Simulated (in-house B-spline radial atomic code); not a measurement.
Results of a calculation; reference values are marked as such.
## Weak and strong correlation along the adiabatic connection

Two-electron singlets in several external potentials (atomic units), by full CI in B-splines with partial waves to l = 8 (correlation energies up to 0.6 % small). The repulsion is scaled by λ at fixed density; W(λ) is the mean repulsion less the Hartree energy, W(0) = E_x, and the area under W from 0 to 1 is E_xc.

Relative drop (W(λ) − E_x)/E_x:

```json
{"system": "ω²r²/2 − Z/r, ω = 0.0771, Z = 1", "λ = 0.12": "0.0256", "λ = 0.25": "0.0500", "λ = 0.4": "0.0746", "λ = 0.6": "0.1027", "λ = 0.8": "0.1264", "λ = 1": "0.1466"}
{"system": "ω²r²/2 − Z/r, ω = 0.447, Z = -1", "λ = 0.12": "0.0335", "λ = 0.25": "0.0645", "λ = 0.4": "0.0947", "λ = 0.6": "0.1274", "λ = 0.8": "0.1536", "λ = 1": "0.1748"}
{"system": "−V exp(−r²/w²), V = 5.11, w = 1.71", "λ = 0.12": "0.0126", "λ = 0.25": "0.0255", "λ = 0.4": "0.0393", "λ = 0.6": "0.0561", "λ = 0.8": "0.0714", "λ = 1": "0.0854"}
{"system": "ω²r²/2 − Z/r, ω = 0.148, Z = 0.3", "λ = 0.12": "0.0345", "λ = 0.25": "0.0656", "λ = 0.4": "0.0952", "λ = 0.6": "0.1269", "λ = 0.8": "0.1520", "λ = 1": "0.1725"}
{"system": "−Z/r, Z = 6.82, wall at 3.99 bohr", "λ = 0.12": "0.0028", "λ = 0.25": "0.0057", "λ = 0.4": "0.0090", "λ = 0.6": "0.0134", "λ = 0.8": "0.0177", "λ = 1": "0.0219"}
{"system": "ω²r²/2 − Z/r, ω = 0.0337, Z = 3", "λ = 0.12": "0.0068", "λ = 0.25": "0.0139", "λ = 0.4": "0.0217", "λ = 0.6": "0.0318", "λ = 0.8": "0.0413", "λ = 1": "0.0503"}
{"system": "−Z/r, Z = 0.924, wall at 3.4 bohr", "λ = 0.12": "0.0175", "λ = 0.25": "0.0348", "λ = 0.4": "0.0528", "λ = 0.6": "0.0740", "λ = 0.8": "0.0926", "λ = 1": "0.1090"}
```

Q: Order the systems by how far second-order (GL2) theory, half the initial slope (estimated from the first points of each curve), overshoots the correlation energy, least first.
A. ω²r²/2 − Z/r, ω = 0.148, Z = 0.3
B. −Z/r, Z = 0.924, wall at 3.4 bohr
C. ω²r²/2 − Z/r, ω = 0.0771, Z = 1
D. −Z/r, Z = 6.82, wall at 3.99 bohr
E. ω²r²/2 − Z/r, ω = 0.0337, Z = 3
F. −V exp(−r²/w²), V = 5.11, w = 1.71
G. ω²r²/2 − Z/r, ω = 0.447, Z = -1

A: D (GL2/E_c = 1.04), E (GL2/E_c = 1.09), F (GL2/E_c = 1.18), B (GL2/E_c = 1.26), C (GL2/E_c = 1.35), G (GL2/E_c = 1.45), A (GL2/E_c = 1.52).

Q: What else changes along this order?

A: The ratio follows the bend of the curve. With it the leading natural occupation goes from 1.999 to 1.900 and −T_c/E_c from 0.96 to 0.66 between the first and the last.
